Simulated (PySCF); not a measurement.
C₃H₆F₂O, SMILES COC(C)(F)F. Atoms are numbered in the order given.

```xyz
12

C      1.7042    -0.9928     0.1968
O      0.9262     0.1405     0.5557
C     -0.3197     0.2408    -0.0190
C     -1.3109    -0.8534     0.3355
F     -0.8005     1.4468     0.3833
F     -0.1950     0.3010    -1.3973
H      1.3008    -1.9356     0.6309
H      1.7775    -1.1023    -0.9059
H      2.7156    -0.8222     0.6094
H     -2.2884    -0.6229    -0.1266
H     -1.4283    -0.9043     1.4340
H     -0.9687    -1.8350    -0.0417
```
Charge 0, spin multiplicity 1.

Geometry optimised at PBE-D3(BJ)/def2-SVP. Other conformers were not sampled.

Method: PBE-D3(BJ)/def2-SVP run with PySCF.

Harmonic, unscaled wavenumbers; measured fundamentals usually lie a few per cent lower.

Computed normal modes with their intensities:
```csv
mode,ν (cm⁻¹),IR (km/mol),moving atoms (share of kinetic energy)
1,84,2.9,"H 49 %, C 28 %, O 13 %, F 11 %"
2,170,2.2,"H 79 %, C 9 %"
3,235,0.8,H 89 %
4,271,1.2,"C 44 %, F 27 %, H 26 %"
5,363,0.5,"F 44 %, H 23 %, C 20 %, O 13 %"
6,370,1.2,"F 36 %, H 23 %, C 21 %, O 20 %"
7,497,4.3,"F 56 %, C 20 %, O 14 %, H 11 %"
8,567,1.0,"F 47 %, O 25 %, H 15 %, C 13 %"
9,571,17.5,"F 40 %, C 37 %, O 13 %, H 10 %"
10,778,9.2,"F 39 %, C 31 %, O 18 %, H 13 %"
11,902,64.5,"H 46 %, C 33 %, F 13 %, O 8 %"
12,927,29.7,"H 52 %, C 27 %, F 18 %"
13,1096,28.3,"O 44 %, C 42 %, H 11 %"
14,1134,3.2,"H 75 %, C 19 %"
15,1140,146.0,"C 58 %, H 37 %"
16,1160,75.4,"H 52 %, C 40 %"
17,1225,387.6,"C 64 %, H 17 %, O 16 %"
18,1240,109.6,"C 59 %, H 26 %, F 8 %"
19,1355,99.1,"H 57 %, C 41 %"
20,1398,4.5,H 95 %
21,1406,3.1,H 95 %
22,1411,7.9,H 93 %
23,1427,17.0,H 91 %
24,1436,2.6,H 92 %
25,2941,41.0,H 97 %
26,3004,1.0,H 97 %
27,3026,27.6,"H 91 %, C 9 %"
28,3089,10.5,"H 91 %, C 9 %"
29,3106,5.1,"H 90 %, C 10 %"
30,3111,2.8,"H 90 %, C 10 %"
```
